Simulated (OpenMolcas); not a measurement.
# Cr³⁺: from CASSCF to CASPT2

- Program: OpenMolcas 26.06
- Basis: ANO-RCC-VTZP [6s5p3d2f1g]
- Scalar Hamiltonian: DKH2, point nucleus
- Active space: 3 electrons in 10 orbitals (3d 4d)
- State averaging: 2S+1 = 4 even, 10 roots; 2S+1 = 2 even, 40 roots
- Spin-orbit coupling: RASSI with atomic mean-field integrals over the reference wave functions, term energies averaged over their components

Methods on the same reference wave functions:
A. CASSCF
B. SS-CASPT2, IPEA 0.25 Eh, imaginary shift 0.1 Eh (closed shells correlated: 3s 3p)
C. MS-CASPT2, IPEA 0.25 Eh, imaginary shift 0.1 Eh (closed shells correlated: 3s 3p)
D. XMS-CASPT2, IPEA 0.25 Eh, imaginary shift 0.1 Eh (closed shells correlated: 3s 3p)

Energies in cm-1 above 3d3 4F 3/2, the measured ground level; measured values from Sugar and Corliss, J. Phys. Chem. Ref. Data 6, 317 (1977).

```
        Level      A      B      C      D  Measured
   3d3 4F 3/2    0.0    0.0    0.0    0.0       0.0
   3d3 4F 5/2    247    248    248    248       236
   3d3 4F 7/2    585    587    587    587       556
   3d3 4F 9/2   1009   1009   1009   1009       946
   3d3 4P 1/2  17399  14770  14770  14780     14059
   3d3 4P 3/2  17515  14880  14880  14900     14177
   3d3 2G 7/2  17571  15520  15520  16150     15052
   3d3 4P 5/2  17808  15180  15180  15190     14471
   3d3 2G 9/2  17935  15890  15890  16520     15402
   3d3 2H 9/2  23246  21780  21780  22190     21066
   3d3 2P 1/2  23321  20090  20090  20700     19519
   3d3 2P 3/2  23430  20110  20110  20740          
  3d3 2H 11/2  23533  22070  22070  22480     21321
3d3 2D 3/2(1)  25243  21490  21490  22220     20650
3d3 2D 5/2(1)  25482  21630  21630  22380     20664
   3d3 2F 7/2  40237  35580  35580  36190     34363
   3d3 2F 5/2  40389  35730  35730  36340     34556
3d3 2D 5/2(2)  62158  55590  55590  55430     52975
3d3 2D 3/2(2)  62318  55750  55750  55580     53142
```

Deviations, from unrounded energies. A percentage is the sum of absolute deviations over the sum of measured energies, with the sign that they share, or ± where signs differ.

```tsv
Against measurement	Levels	A	B	C	D
mean absolute deviation (cm-1)	17	3700	860	860	1200
fine structure of the ground term (%)	3	+6.0	+6.2	+6.2	+6.2
other terms of the ground configuration (%)	14	+17.9	+4.1	+4.1	+5.6
```

B, C lie about equally close to measurement and A furthest from it. The largest miss of B in the table is 3d3 2D 5/2(2), by +2600 cm-1. The ranking rests on the paired levels alone, and a cruder setting can come out closer through cancelling errors.

Among B to D the level of the table that moves most is 3d3 2D 5/2(1), by 750 cm-1 (lowest in B, highest in D). Moves below CASPT2's spread within the term are not significant.

The mean deviations of B to D differ by less than CASPT2's widest spread within a term (1400 cm-1), so their order carries little weight.

From A to B the spin-free energies of the other terms of 3d3 shown, above 4F, scale by factors of 0.84 to 0.94, as is usual when dynamic correlation screens the repulsion within a d or f shell.

The lowest spin-free term lies below A's lowest term by 0.325 hartree in B, 0.325 hartree in C, 0.328 hartree in D.

CASPT2 does not keep the components of a term degenerate, so their means are used; among the terms shown or strongly mixed into the levels shown the widest spread is 1400 cm-1 (3d3 4F, D). Active for correlation alone: 4d; no level in the range computed is led by a configuration that fills it, so any true level of that kind is missing. Without dynamic correlation excited terms often stand tens of per cent too high (terms of higher spin than the ground term too low), and those without a measured partner can miss by more than the paired ones (holds for A). The CASPT2 spread within a term exceeds the gap to the next term for 3d3 2D(1) and 3d3 2H, so the order of their levels is uncertain (holds for D). Computed and measured levels are paired by configuration, term and J; levels that our copy of the source lacks, or whose pairing is in doubt (as where it misses far off the trend of its configuration), stay unpaired and out of the deviations. Levels of configurations outside the active space are missing.

A number in round brackets counts repeated terms of one configuration in the order of the reference energies.
